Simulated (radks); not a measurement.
Values are calculated unless marked as measured or tabulated.
Task: Fe4+, 22 electrons, occupied as [Ne] 3s1.75 3p6 3d4 4s0.25 (fractional occupations, a model configuration). Code: a radial shooting solver on a logarithmic mesh with Libxc functionals. Model: scalar-relativistic Kohn-Sham, PBE, spin-unpolarised, spherical densities, point nucleus. Some entries of the table are withheld. Estimate them.

orbital,occ.,eigenvalue (eV),<1/r> (bohr^-1)
1s,2,-7063.571,(1)
2s,2,-884.8807,(2)
2p,6,(3),(4)
3s,1.75,-154.9974,1.786
3p,6,-120.4142,1.661
3d,4,-65.6932,(5)
4s,0.25,(6),0.6466

Result: 
(1) 1s <1/r> (bohr^-1): 25.98
(2) 2s <1/r> (bohr^-1): 5.560
(3) 2p eigenvalue (eV): -763.5745
(4) 2p <1/r> (bohr^-1): 5.454
(5) 3d <1/r> (bohr^-1): 1.395
(6) 4s eigenvalue (eV): -44.6901
